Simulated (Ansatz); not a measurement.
Steps of a relaxation of C6H18N3NbO, SMILES `C[N](C)[Nb](=[O])([N](C)C)[N](C)C` with RKS PBE-D4/def2-SVP.

```sh
$ ansatz run in.yaml --threads 11 --pin off --events-out ev --progress --plain --max-ram 110592MiB --backend cuda --devices 0, --max-vram 75GiB
```

```yaml
crystal:
  periodic: [false, false, false]
  atoms:
    - {symbol: C, position_ang: [-1.847000, 0.689200, 1.724300]}
    - {symbol: N, position_ang: [-0.466600, 0.958800, 1.889500]}
    - {symbol: C, position_ang: [-0.023800, 0.295700, 3.087500]}
    - {symbol: Nb, position_ang: [0.590300, 0.044800, 0.255000]}
    - {symbol: O, position_ang: [2.285700, -0.126000, 0.616900]}
    - {symbol: N, position_ang: [0.260800, 1.234300, -1.480400]}
    - {symbol: C, position_ang: [0.336900, 2.617000, -1.047400]}
    - {symbol: C, position_ang: [1.421500, 0.939800, -2.374600]}
    - {symbol: N, position_ang: [-0.314800, -1.871800, -0.006600]}
    - {symbol: C, position_ang: [-1.271300, -1.773400, -1.125900]}
    - {symbol: C, position_ang: [0.767700, -2.780900, -0.396200]}
    - {symbol: H, position_ang: [-2.197700, 1.196300, 0.769900]}
    - {symbol: H, position_ang: [-2.516500, 1.239400, 2.520300]}
    - {symbol: H, position_ang: [-2.147200, -0.341700, 1.694000]}
    - {symbol: H, position_ang: [-0.131600, -0.820900, 3.023400]}
    - {symbol: H, position_ang: [1.098100, 0.534100, 3.246000]}
    - {symbol: H, position_ang: [-0.514700, 0.710100, 3.994500]}
    - {symbol: H, position_ang: [1.222000, 2.827200, -0.448200]}
    - {symbol: H, position_ang: [-0.562700, 2.816700, -0.397400]}
    - {symbol: H, position_ang: [0.223800, 3.314900, -1.916100]}
    - {symbol: H, position_ang: [1.332700, -0.144900, -2.653800]}
    - {symbol: H, position_ang: [1.326500, 1.484400, -3.317200]}
    - {symbol: H, position_ang: [2.373200, 1.162900, -1.904800]}
    - {symbol: H, position_ang: [-1.768600, -2.740400, -1.343700]}
    - {symbol: H, position_ang: [-0.731600, -1.441300, -2.065400]}
    - {symbol: H, position_ang: [-2.067700, -1.002000, -0.873000]}
    - {symbol: H, position_ang: [1.341600, -2.398900, -1.245300]}
    - {symbol: H, position_ang: [1.495800, -2.850300, 0.468300]}
    - {symbol: H, position_ang: [0.406000, -3.801200, -0.673100]}
basis:
  gaussian: {orbitals: def2-SVP}
hamiltonian: {xc: pbe, dispersion: d4}
relax: {f_tol: 0.03, max_steps: 200}
```

Positions (Å) and forces (eV/Å) along the path, 5 of 20 steps:

```xyz
29
step=1 energy=-14560.2511 eV
C    -1.847    0.689    1.724   -2.177    3.109   -0.588
N    -0.467    0.959    1.889    1.712   -1.488   -1.290
C    -0.024    0.296    3.087    2.462    0.488    0.785
Nb    0.590    0.045    0.255   -1.977    0.503    0.228
O     2.286   -0.126    0.617   -0.929    0.100   -0.176
N     0.261    1.234   -1.480    1.808   -1.183    1.073
C     0.337    2.617   -1.047   -2.113    0.187    0.038
C     1.421    0.940   -2.375   -1.881   -1.132    0.091
N    -0.315   -1.872   -0.007    1.013    1.493   -0.686
C    -1.271   -1.773   -1.126   -0.091    1.099    0.280
C     0.768   -2.781   -0.396    0.318   -0.416    1.537
H    -2.198    1.196    0.770    0.015   -0.475    0.355
H    -2.517    1.239    2.520    0.936   -0.790   -0.736
H    -2.147   -0.342    1.694   -0.336   -1.455    0.139
H    -0.132   -0.821    3.023   -0.143    0.164    0.382
H     1.098    0.534    3.246   -1.162   -0.456   -0.100
H    -0.515    0.710    3.994   -0.296   -0.221    0.093
H     1.222    2.827   -0.448    0.836    0.552    0.220
H    -0.563    2.817   -0.397    0.456    0.127   -0.183
H     0.224    3.315   -1.916    0.341    0.000    0.162
H     1.333   -0.145   -2.654    0.443    0.298    0.050
H     1.327    1.484   -3.317   -0.002    0.432   -0.567
H     2.373    1.163   -1.905    0.948    0.132    0.233
H    -1.769   -2.740   -1.344   -0.064   -0.149    0.086
H    -0.732   -1.441   -2.065   -0.509   -0.182    0.152
H    -2.068   -1.002   -0.873    0.467   -0.618   -0.341
H     1.342   -2.399   -1.245    0.391    0.078   -0.781
H     1.496   -2.850    0.468   -0.437   -0.271   -0.600
H     0.406   -3.801   -0.673   -0.026    0.074    0.145
29
step=8 energy=-14562.3406 eV
C    -1.879    0.524    1.704   -0.133   -0.001   -0.037
N    -0.442    0.420    1.884   -0.033   -0.064    0.099
C    -0.038    0.487    3.281   -0.054    0.026    0.128
Nb    0.699   -0.122    0.331    0.170    0.106   -0.046
O     2.303   -0.528    0.852   -0.121   -0.009   -0.030
N     0.750    1.364   -1.042    0.023    0.108   -0.044
C     0.202    2.707   -0.966    0.059   -0.028   -0.024
C     1.668    1.179   -2.157    0.082   -0.087    0.033
N     0.017   -1.753   -0.623   -0.041   -0.017    0.023
C    -1.254   -1.750   -1.323   -0.062    0.008   -0.008
C     0.724   -3.017   -0.735    0.051   -0.104   -0.031
H    -2.152    0.466    0.623    0.009    0.017    0.167
H    -2.272    1.501    2.090    0.049   -0.147   -0.064
H    -2.432   -0.296    2.236    0.070    0.154   -0.083
H    -0.518   -0.328    3.891    0.107    0.189   -0.148
H     1.063    0.381    3.366   -0.080    0.019    0.031
H    -0.337    1.464    3.748    0.070   -0.203   -0.115
H     1.007    3.484   -0.855   -0.143   -0.131    0.004
H    -0.482    2.805   -0.096    0.045   -0.002   -0.041
H    -0.379    2.980   -1.887    0.066   -0.065    0.088
H     2.026    0.120   -2.202   -0.040    0.233    0.013
H     1.162    1.388   -3.133    0.049   -0.004    0.039
H     2.572    1.843   -2.096   -0.159   -0.102    0.012
H    -1.952   -2.532   -0.928    0.061    0.076   -0.047
H    -1.125   -1.944   -2.419   -0.015    0.022    0.093
H    -1.764   -0.765   -1.221    0.031   -0.085   -0.050
H     0.960   -3.269   -1.804   -0.045    0.047    0.156
H     1.680   -2.973   -0.171   -0.097   -0.029   -0.071
H     0.114   -3.864   -0.328    0.080    0.075   -0.046
29
step=13 energy=-14562.4408 eV
C    -1.770    0.502    1.759   -0.017   -0.008   -0.005
N    -0.332    0.351    1.874   -0.010    0.028   -0.002
C     0.154    0.544    3.229   -0.002   -0.003    0.016
Nb    0.767   -0.210    0.292    0.013   -0.048   -0.011
O     2.359   -0.703    0.760   -0.021    0.013    0.000
N     0.858    1.315   -1.019   -0.012    0.118   -0.051
C    -0.122    2.386   -1.129    0.116    0.027   -0.013
C     1.992    1.475   -1.922    0.109    0.045    0.037
N    -0.096   -1.775   -0.632    0.006    0.002   -0.009
C    -1.311   -1.634   -1.409   -0.013    0.003    0.011
C     0.469   -3.113   -0.700   -0.015   -0.002    0.008
H    -2.116    0.311    0.720    0.012    0.004    0.036
H    -2.103    1.533    2.034    0.006   -0.018    0.002
H    -2.320   -0.211    2.422    0.017    0.017   -0.015
H    -0.323   -0.171    3.944    0.015    0.010   -0.013
H     1.250    0.397    3.277   -0.006   -0.001   -0.001
H    -0.071    1.574    3.600    0.004   -0.016   -0.007
H     0.337    3.389   -0.906   -0.105   -0.207   -0.073
H    -0.962    2.249   -0.411    0.123   -0.030   -0.079
H    -0.566    2.446   -2.158    0.071    0.007    0.108
H     2.720    0.634   -1.810   -0.214    0.221    0.019
H     1.655    1.485   -2.992    0.073    0.036    0.122
H     2.550    2.435   -1.731   -0.153   -0.228   -0.073
H    -2.133   -2.290   -1.027    0.021    0.023   -0.011
H    -1.150   -1.903   -2.483   -0.004    0.006    0.006
H    -1.684   -0.587   -1.393    0.009   -0.028    0.003
H     0.693   -3.410   -1.754   -0.007    0.002    0.008
H     1.411   -3.169   -0.122   -0.022    0.005   -0.004
H    -0.235   -3.879   -0.290    0.008    0.023   -0.008
29
step=17 energy=-14562.4838 eV
C    -1.711    0.505    1.820    0.009   -0.004    0.003
N    -0.273    0.328    1.867   -0.005    0.026    0.016
C     0.277    0.523    3.198   -0.008   -0.002   -0.011
Nb    0.787   -0.239    0.256    0.029   -0.011   -0.044
O     2.375   -0.737    0.724   -0.021   -0.002    0.010
N     0.909    1.290   -1.045    0.011    0.079   -0.031
C    -0.227    2.138   -1.360    0.050   -0.005    0.002
C     2.130    1.704   -1.721   -0.023    0.019    0.008
N    -0.159   -1.765   -0.648   -0.025    0.027   -0.008
C    -1.367   -1.565   -1.424    0.011   -0.006    0.008
C     0.313   -3.137   -0.680    0.006   -0.025   -0.004
H    -2.111    0.318    0.801    0.002   -0.001    0.000
H    -2.016    1.540    2.112    0.004   -0.002    0.001
H    -2.239   -0.200    2.508    0.001    0.002    0.000
H    -0.171   -0.185    3.937    0.002    0.002   -0.002
H     1.373    0.366    3.196    0.000   -0.002    0.000
H     0.078    1.556    3.575    0.003   -0.001    0.001
H    -0.037    3.207   -1.085   -0.008   -0.059   -0.017
H    -1.138    1.822   -0.805    0.042    0.004   -0.024
H    -0.475    2.118   -2.450    0.007    0.001    0.039
H     2.980    1.051   -1.435   -0.055    0.024   -0.001
H     2.021    1.653   -2.834   -0.002    0.010    0.064
H     2.408    2.758   -1.468   -0.031   -0.070   -0.016
H    -2.221   -2.171   -1.035   -0.001   -0.002    0.003
H    -1.225   -1.847   -2.496    0.001    0.000    0.000
H    -1.686   -0.501   -1.413   -0.002    0.003   -0.001
H     0.520   -3.477   -1.725    0.000   -0.001    0.001
H     1.247   -3.243   -0.096    0.005   -0.003    0.002
H    -0.442   -3.841   -0.254    0.000    0.001    0.002
29
step=20 energy=-14562.4860 eV
C    -1.697    0.525    1.817   -0.002    0.000    0.001
N    -0.262    0.326    1.855    0.003    0.000   -0.001
C     0.299    0.517    3.181   -0.001    0.000    0.002
Nb    0.786   -0.249    0.238    0.000    0.001   -0.001
O     2.370   -0.751    0.714    0.000   -0.001    0.000
N     0.916    1.292   -1.047   -0.005   -0.006    0.009
C    -0.232    2.103   -1.399    0.000    0.002   -0.003
C     2.145    1.755   -1.666    0.004    0.003   -0.004
N    -0.172   -1.773   -0.658   -0.003    0.003   -0.001
C    -1.394   -1.581   -1.413    0.002    0.000    0.003
C     0.298   -3.147   -0.686    0.002   -0.003    0.000
H    -2.107    0.341    0.801    0.000    0.000    0.000
H    -1.984    1.565    2.108    0.000    0.001   -0.001
H    -2.231   -0.169    2.511    0.000    0.001    0.000
H    -0.158   -0.179    3.926   -0.001    0.000    0.000
H     1.392    0.338    3.174    0.000   -0.001    0.000
H     0.123    1.555    3.555    0.001    0.000    0.000
H    -0.089    3.173   -1.111   -0.001    0.003    0.001
H    -1.151    1.753   -0.883   -0.002   -0.001    0.000
H    -0.440    2.083   -2.497    0.000    0.000   -0.001
H     3.002    1.127   -1.354    0.002   -0.002    0.001
H     2.082    1.722   -2.780   -0.001   -0.001   -0.003
H     2.374    2.812   -1.385    0.002    0.003    0.002
H    -2.239   -2.185   -1.003    0.000    0.000    0.000
H    -1.271   -1.872   -2.485    0.000   -0.001    0.000
H    -1.714   -0.517   -1.405    0.000    0.000    0.000
H     0.486   -3.497   -1.730    0.000    0.001    0.000
H     1.242   -3.250   -0.117    0.000    0.000   -0.001
H    -0.451   -3.845   -0.239    0.001    0.000    0.000
```

It took 24 s on 11 threads of an AMD EPYC 7R13 on a shared host and a whole NVIDIA H100 80 GB, with 0.96 GiB of host memory at the peak.
